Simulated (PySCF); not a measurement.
Structure with atom numbers: `[CH3:1][c:2]1[cH:3][cH:4][cH:5][c:6]([C:7]#[N:8])[cH:9]1`. Hydrogens are named by the atom that carries them.

- shieldings: GIAO PBE0/pcSseg-1
- J couplings at B3LYP/pcJ-1 (without the spin–dipole term)
- PBE0-D3(BJ)/def2-SVP structure
- run in PySCF 2.14.0 with density-fitted response routines
- isolated molecule, one computed conformer, equivalent nuclei averaged, relativity neglected

List the cross peaks expected in HSQC, COSY and HMBC spectra.

Results:



HSQC (one-bond C–H):
```csv
δH,δC,"¹J(C,H) (Hz)"
7.56 (H(C5)),136.5 (C5),174
7.55 (H(C9)),139.5 (C9),170
7.48 (H(C4)),134.1 (C4),169
7.48 (H(C3)),138.4 (C3),166
2.44 (H(C1)),23.0 (C1),134
```

COSY cross peaks (|J| ≥ 2 Hz):
```csv
δH,δH,abs. J (Hz),bonds
7.56 (H(C5)),7.48 (H(C4)),8.6,3
7.48 (H(C4)),7.48 (H(C3)),8.7,3
```

HMBC (two and three bonds, |J| ≥ 2.5 Hz):
```csv
δH,δC [abs. J in Hz]
7.56 (H(C5)),"139.5 (C9) [6.6], 138.4 (C3) [8.3], 124.4 (C7) [5.9]"
7.55 (H(C9)),"138.4 (C3) [6.9], 136.5 (C5) [6.4], 124.4 (C7) [6.0], 23.0 (C1) [5.2]"
7.48 (H(C4)),"144.3 (C2) [7.9], 118.1 (C6) [9.4]"
7.48 (H(C3)),"139.5 (C9) [7.1], 136.5 (C5) [8.2], 23.0 (C1) [5.0]"
2.44 (H(C1)),"144.3 (C2) [5.4], 139.5 (C9) [5.6], 138.4 (C3) [5.6]"
```

Scale: ¹H (31.27 ppm), ¹³C (184.41 ppm) against TMS (reference shieldings calculated alike).

Short H···H contacts in this conformer between protons four or more bonds apart (candidates for NOE cross peaks, intensity ∝ r⁻⁶): H(C1)···H(C9) 2.44 Å, H(C1)···H(C3) 2.56 Å.

Unscaled 3J(H,H) at this level run about 10 % above measured values. Shifts are as computed. Against solution values, carbons near 30 ppm lie about +2 ppm off and those near 130 ppm about +5 ppm. Of 1211 compounds with measured shifts, 218 miss one by over three times the rms of a fit or turn the order of signals round; such compounds aren't used in these exercises.
